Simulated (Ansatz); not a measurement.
Geometry optimisation, RKS PBE0/def2-SVP in Ansatz 0.2.0.

input.yaml

```yaml
crystal:
  periodic: [false, false, false]
  atoms:
    - { symbol: O, position_ang: [-1.00269, -1.40781, -0.42704] }
    - { symbol: Si, position_ang: [-0.62388, 0.05967, -0.51443] }
    - { symbol: Se, position_ang: [1.31742, 0.50588, 1.29271] }
    - { symbol: H, position_ang: [0.19724, 0.57899, -1.60808] }
    - { symbol: H, position_ang: [-1.47215, 1.12755, 0.01132] }
    - { symbol: H, position_ang: [1.90255, 1.35905, 0.35442] }
total_charge: -1
basis:
  gaussian: { orbitals: def2-SVP }
hamiltonian:
  xc: pbe0
relax:
  f_tol: 0.015
  max_steps: 40
output:
  orbitals: {}
```

Launched with:

```bash
$ ansatz run input.yaml --threads 1 --pin off --max-ram 2048MiB --backend cpu --events-out ev --progress --plain --runs-dir out
```

Q: Where does it end, and by what steps?

A: It converged. The force dipped under the threshold on the way, but the program's further checks kept it going. Limits of this set-up: an anion without diffuse functions, the dipole of an ion depends on the origin. After 14 steps the energy has fallen by 0.468 eV; H6 moved furthest, 0.45 Å.

| step | energy less start (eV) | largest force component (eV/Å) | accepted |
| --- | --- | --- | --- |
| 0 | 0.0000 | 2.025 | yes |
| 1 | -0.4148 | 0.459 | yes |
| 2 | -0.4392 | 0.816 | yes |
| 3 | -0.4511 | 0.300 | yes |
| 4 | -0.4528 | 0.078 | yes |
| 5 | -0.4545 | 0.152 | yes |
| 6 | -0.4571 | 0.251 | yes |
| 7 | -0.4654 | 0.022 | yes |
| 8 | -0.4676 | 0.007 | yes |
| 9 | -0.4595 | 0.566 | no |
| 10 | -0.4680 | 0.011 | yes |
| 11 | -0.4665 | 0.252 | no |
| 12 | -0.4683 | 0.036 | yes |
| 13 | -0.4683 | 0.052 | no |
| 14 | -0.4684 | 0.007 | yes |

```xyz
6
Properties=species:S:1:pos:R:3
O -1.142 -1.402 -0.342
Si -0.486 0.013 -0.433
Se 1.405 0.269 1.045
H 0.147 0.455 -1.751
H -1.307 1.237 -0.033
H 1.701 1.651 0.623
```

Time of the run: 44 s on 1 thread of Arm Neoverse V2, on a shared host, peak memory 0.15 GiB.
